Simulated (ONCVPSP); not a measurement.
**lanthanum: one change to an ONCV potential, before and after**

* Element: La (Z = 57)
* Generator: ONCVPSP 4.0.1
* Type: optimised norm-conserving Vanderbilt (ONCV)
* Functional: PBEsol
* Relativity: fully relativistic
* Frozen core: [Xe]
* Valence charge: 3
* Reference configuration: 5d1 6s2
* Partial waves: 6s: rc 3.35 bohr, ncon 3, nbas 6, qcut 1.5 1/bohr, 2 projectors, debl 0.6 Ha; p scattering state at 0.03 Ha: rc 3.90 bohr, ncon 3, nbas 7, qcut 1.9 1/bohr, 1 projector; 5d: rc 3.55 bohr, ncon 4, nbas 9, qcut 3.5 1/bohr, 2 projectors, debl 1.8 Ha; f scattering state at 0.28 Ha: rc 3.80 bohr, ncon 3, nbas 7, qcut 3.4 1/bohr, 2 projectors, debl 0.7 Ha
* Local potential: polynomial inside 2.30 bohr (lpopt 2, dvloc0 2 Ha)
* Core correction: Teter function, fcfact 5, rcfact 1.6

Open shells are filled in proportion to 2j + 1.

In the p channel the program set the typed energies aside and used 0.050 Ha (j = l + 1/2; the other j can differ). In the f channel the program set the typed energies aside and used -0.157, 0.543 Ha (j = l + 1/2; the other j can differ).

Change: all radii but the core radius scaled by about 1.29 (s 4.32, p 5.02, d 4.58, f 4.90 bohr); local potential polynomial inside 2.96 bohr (lpopt 2, dvloc0 2 Ha).

Cutoffs: the cutoffs (Ha) at which the residual kinetic energy of the hardest occupied pseudo-wave falls to 1 and 0.1 mHa per electron; they do not see the model core or the augmentation charge, which bear on the density cutoff. Errors are all-electron minus pseudo energies relative to the spin-unpolarised reference configuration.

Task: How do hardness, ghosts and transferability respond?

Result: The potential gets softer (4.8 Ha and 6.0 Ha → 3.9 Ha and 4.7 Ha); the lowest positive-energy flag moves from s at 31.7 eV to none; of the 4 tests that both files solve, the error grows in 1 and shrinks in 0 by more than 15 % and 0.3 meV (median size 51.6 → 57.8 meV); neither file shows a bound ghost. A larger radius leaves more room for a smooth pseudo-wave, so fewer plane waves are needed.

```csv
quantity,base,changed
"cutoff, loose",4.8 Ha,3.9 Ha
"cutoff, tight",6.0 Ha,4.7 Ha
loose cutoff by channel,"s 1.8 Ha, d 4.8 Ha","s 1.1 Ha, d 3.9 Ha"
bound ghosts,none,none
GHOST(+) flags under 300 eV,s at 31.7 eV,none
"error for 5d1 6s1, meV [ΔE 6.00 eV]",-86,-93
"error for 5d1 6s0, meV [ΔE 16.85 eV]",-525,-577
"error for 5d1 6s1.5, meV [ΔE 2.42 eV]",-16,-17
"error for 5d1 6s1 6p1, meV [ΔE 2.40 eV]",-17,-23
"rms error of d²Exc/dni dnj with the model core, mHa",3.75,3.66
```

Base: The cutoffs count occupied waves only; projector 2 of the f channel, the hardest unoccupied one, needs 20 Ha at the loose tolerance.
